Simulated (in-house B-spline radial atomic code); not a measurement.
A calculation on Eu⁵⁺ (an excited or competing configuration): its settings, and results tabulated from the run. All numbers are computed (Dirac-Hartree-Fock, average of configuration; Fermi nucleus of rms radius 5.1115 fm) with an all-electron radial atomic-structure program (B-spline basis), not measured.

Command:
```bash
python run_scf.py task.json out
```
Settings (nuclear radius in fm, mass in u):
```
Z                63
configuration    [Kr] 4d10 4f5 5s2 5p4 6d1
hamiltonian      dirac
method           hf
spin_polarised   False
nucleus          fermi
rms_radius       5.1115
atomic_mass      152.92124
speed_of_light   137.035999084
```

Output (hartree, bohr):
```
 radial grid: 70 intervals, B-splines of order 8, outer radius 33.6842 bohr

 iter        energy (Eh)    residual
    1      -10808.293594    8.35e-01
    2      -10827.218872    8.06e-01
    3      -10838.201570    1.88e-01
    4      -10838.934564    7.41e-02
    5      -10838.984786    2.23e-02
    6      -10838.993853    7.80e-03
    7      -10838.994747    7.86e-04
    8      -10838.994754    2.00e-04
    9      -10838.994754    9.60e-06
   10      -10838.994754    2.54e-07

 total energy                    -10838.99475
 kinetic                           11784.0102
 electron-nucleus                 -26438.8056
 electron-electron                  3815.8006

 first-order corrections (not in the total)
   Gaunt                            10.9819
   retardation                      -1.1533
   frequency dependence             -0.1453
   self-energy                       7.6665
   Uehling                          -1.2188
   Wichmann-Kroll                    0.0375
   recoil                            0.0252

 orbital      occ     eigenvalue          <r>       <r^2>       <1/r>     <1/r^3>       <r^4>       r_max    small
 1s1/2      2.000     -1796.4703    0.0223148 0.000679099     70.2186           - 1.22653e-06      0.0142  5.50e-02
 2s1/2      2.000      -301.7618    0.0945053   0.0106062     16.7397           - 0.000195279     0.08064  1.21e-02
 2p1/2      2.000      -285.7082    0.0791623  0.00774383     16.6764           - 0.000122086     0.06115  1.21e-02
 2p3/2      4.000      -261.8293    0.0858527  0.00897612     14.8136     9362.09 0.000158625     0.06684  1.13e-02
 3s1/2      2.000       -70.5999     0.248255   0.0705637      6.1112           -  0.00754206      0.2285  3.85e-03
 3p1/2      2.000       -63.6550     0.238326   0.0660528     6.01323           -  0.00692174      0.2161  3.77e-03
 3p3/2      4.000       -58.6879     0.250951   0.0730415     5.54674     1985.58  0.00841325       0.228  3.54e-03
 3d3/2      4.000       -46.8348     0.223205   0.0586327     5.40711     330.339  0.00614729      0.1818  3.40e-03
 3d5/2      6.000       -45.7687     0.227159    0.060593     5.29029     295.256  0.00652841      0.1852  3.33e-03
 4s1/2      2.000       -17.2089     0.563934    0.358474     2.53353           -    0.185879      0.5266  1.20e-03
 4p1/2      2.000       -14.4406     0.577887    0.379458       2.424           -    0.214421      0.5325  1.12e-03
 4p3/2      4.000       -13.3246     0.604764    0.415376      2.2764     432.804    0.256875      0.5571  1.05e-03
 4d3/2      4.000        -8.7104     0.641227    0.475337     2.06123     61.3941    0.362249      0.5671  8.87e-04
 4d5/2      6.000        -8.5059     0.651041    0.489771     2.02269     54.2023    0.384322      0.5754  8.65e-04
 4f5/2      2.143        -3.3148     0.780367    0.744418     1.59628     8.52314     1.14556      0.5752  5.66e-04
 4f7/2      2.857        -3.2890     0.786537    0.756069     1.58319     8.28036     1.18065      0.5798  5.59e-04
 5s1/2      2.000        -4.4408      1.30029     1.88496     1.01957           -     5.03389       1.198  2.81e-04
 5p1/2      1.333        -3.5931      1.40434     2.20608    0.936784           -     6.98739       1.283  2.45e-04
 5p3/2      2.667        -3.4011      1.46475     2.39759     0.88964     72.6413     8.22393        1.34  2.28e-04
 6d3/2      0.400        -1.0711      3.83295      16.366    0.340163     2.04505     364.513       3.765  4.97e-05
 6d5/2      0.600        -1.0639      3.86193     16.6138    0.337426     1.83234       375.4       3.797  4.91e-05
```

Cost of the run: 1.6 s on 1 thread of Arm Neoverse V1, with other jobs on the host.

For the Dirac Hamiltonian the kinetic term is c α·p + (β - 1)c².
